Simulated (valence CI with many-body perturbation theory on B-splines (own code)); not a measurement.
## Nd LV: calculated level list

Method: configuration interaction combined with many-body perturbation theory (CI+MBPT): four valence electrons over a frozen Dirac-Fock core [He], radial functions for each j: 11 s, 11 p, 10 d, 8 f, 5 g, 2 h, with the one-electron correlation potential Σ1 (screened to all orders), the two-electron term Σ2, the three-electron term Σ3, Breit, model QED; selected single and double excitations, second order for the rest, scaled by the run's own slope (own B-spline code, finite nucleus).

No measured spectrum was set against this ion. As an estimate, large intervals hold to a few tenths of a per cent, small ones and those within an open d or f shell to about a per cent. Among the levels kept, up to 910 cm⁻¹ of a level comes from second order outside the variational space, and about a tenth of that is noise between levels of different J, which matters for small intervals.

Levels 91 to 135 of 208, with energies above the lowest level, (2s^2 2p1/2^2) J=0. "Leading %" is the weight of the configuration and term that name the level; weights of strongly mixed levels are sums over their largest components and can fall short, so below about 35 % the name and the second component can differ from the true leading terms, or belong to a minority configuration. In the jj column 3d3/2^4 stands for four electrons in 3d with j = 3/2. Lifetimes count E1, E2, E3, M1 and M2 decay at the calculated energies, and are blank where another channel may lead or the interval is too uncertain; long ones can be off by a factor of two.

```csv
No.,Configuration,Term,J,E (× 10³ cm⁻¹),Leading %,Leading jj,Lifetime,g
91,2s2p²3d,³F,3,60073,28,2s 2p1/2 2p3/2 3d3/2 (88 %),1.71 fs,1.285
92,2s2p²3p,³P°,0,60084,81,2s 2p1/2 2p3/2 3p3/2 (100 %),174 fs,
93,2s2p²3d,³D,2,60102,30,2s 2p1/2 2p3/2 3d3/2 (88 %),1.12 fs,1.316
94,2s2p²3p,¹D°,2,60117,33,2s 2p1/2 2p3/2 3p3/2 (89 %),9.03 fs,1.139
95,2s2p²3d,⁵P,1,60122,26,2s 2p1/2 2p3/2 3d3/2 (79 %),967 as,1.724
96,2s2p²3p,³P°,1,60148,35,2s 2p1/2 2p3/2 3p3/2 (93 %),16.7 fs,1.210
97,2s2p²3p,³P°,1,60154,36,2s 2p1/2 2p3/2 3p3/2 (84 %),14.0 fs,1.303
98,2s2p²3d,³F,2,60197,31,2s 2p1/2 2p3/2 3d5/2 (94 %),2.23 fs,1.246
99,2s2p²3d,³F,3,60267,47,2s 2p1/2 2p3/2 3d5/2 (86 %),1.10 fs,1.261
100,2s2p²3d,³D,1,60305,28,2s 2p1/2 2p3/2 3d5/2 (82 %),2.12 fs,1.050
101,2s2p²3d,³G,5,60324,59,2s 2p1/2 2p3/2 3d5/2 (99 %),29.7 ps,1.265
102,2p³3p,³D,2,60362,19,2p1/2^2 2p3/2 3p1/2 (78 %),2.98 fs,1.176
103,2p³3p,³P,1,60396,17,2p1/2^2 2p3/2 3p1/2 (74 %),7.32 fs,1.542
104,2s2p²3d,³F,2,60398,52,2s 2p1/2 2p3/2 3d3/2 (60 %),6.34 fs,1.043
105,2s2p²3d,¹F,3,60459,39,2s 2p1/2 2p3/2 3d3/2 (73 %),13.4 fs,0.973
106,2s2p²3d,³D,3,60500,54,2s 2p1/2 2p3/2 3d5/2 (71 %),1.75 fs,1.176
107,2s2p²3d,³D,1,60532,63,2s 2p1/2 2p3/2 3d3/2 (87 %),4.80 fs,0.696
108,2s2p²3d,³F,4,60533,56,2s 2p1/2 2p3/2 3d5/2 (93 %),1.24 fs,1.196
109,2s2p²3d,³D,1,60566,67,2s 2p1/2 2p3/2 3d5/2 (65 %),1.49 fs,0.809
110,2s2p²3d,¹D,2,60596,30,2s 2p1/2 2p3/2 3d5/2 (58 %),1.86 fs,1.033
111,2s2p²3d,³P,0,60635,92,2s 2p1/2 2p3/2 3d5/2 (70 %),1.12 fs,
112,2s2p²3d,¹D,2,60671,38,2s 2p1/2 2p3/2 3d3/2 (84 %),1.60 fs,0.999
113,2s2p²3d,¹P,1,60712,57,2s 2p1/2 2p3/2 3d3/2 (62 %),1.33 fs,1.044
114,2s2p²3d,¹S,0,60729,55,2s 2p1/2 2p3/2 3d3/2 (71 %),1.45 fs,
115,2s2p²3d,³D,3,60841,41,2s 2p1/2 2p3/2 3d5/2 (98 %),5.76 fs,1.228
116,2s2p²3d,³F,4,60878,43,2s 2p1/2 2p3/2 3d5/2 (100 %),4.83 fs,1.114
117,2s2p²3d,³P,2,60962,48,2s 2p1/2 2p3/2 3d5/2 (97 %),1.06 fs,1.208
118,2s2p²3d,³P,1,60971,46,2s 2p1/2 2p3/2 3d5/2 (98 %),1.58 fs,1.441
119,2s2p²3d,¹F,3,60971,43,2s 2p1/2 2p3/2 3d5/2 (98 %),1.14 fs,1.066
120,2s2p²3d,³D,2,60990,45,2s 2p1/2 2p3/2 3d5/2 (99 %),1.60 fs,1.131
121,2p³3p,³D,3,61661,47,2p1/2^2 2p3/2 3p3/2 (97 %),6.11 fs,1.333
122,2p³3p,³P,1,61665,35,2p1/2^2 2p3/2 3p3/2 (97 %),5.49 fs,1.356
123,2p³3p,³P,2,61841,42,2p1/2^2 2p3/2 3p3/2 (97 %),5.45 fs,1.318
124,2p³3p,³P,0,62005,71,2p1/2^2 2p3/2 3p3/2 (97 %),5.83 fs,
125,2s2p²3s,⁵P,3,62066,59,2s 2p3/2^2 3s (99 %),26.2 fs,1.509
126,2p³3d,³D°,2,62134,32,2p1/2^2 2p3/2 3d3/2 (97 %),19.3 fs,1.032
127,2p³3d,³F°,3,62185,27,2p1/2^2 2p3/2 3d3/2 (95 %),84.3 fs,1.097
128,2p³3d,³D°,1,62212,33,2p1/2^2 2p3/2 3d3/2 (98 %),5.78 fs,1.105
129,2p³3d,³P°,0,62227,61,2p1/2^2 2p3/2 3d3/2 (98 %),108 fs,
130,2s2p²3s,³P,2,62234,53,2s 2p3/2^2 3s (99 %),9.22 fs,1.336
131,2p³3d,³F°,4,62504,49,2p1/2^2 2p3/2 3d5/2 (98 %),287 fs,1.249
132,2p³3d,³D°,2,62584,34,2p1/2^2 2p3/2 3d5/2 (97 %),2.24 fs,1.240
133,2p³3d,³D°,3,62693,45,2p1/2^2 2p3/2 3d5/2 (95 %),1.02 fs,1.198
134,2s2p²3p,³P°,2,62737,28,2s 2p3/2^2 3p1/2 (99 %),15.3 fs,1.548
135,2s2p²3p,³D°,3,62763,43,2s 2p3/2^2 3p1/2 (99 %),6.05 fs,1.294
```

Where two levels of one J and parity lie close, their mixing, g and order are uncertain.
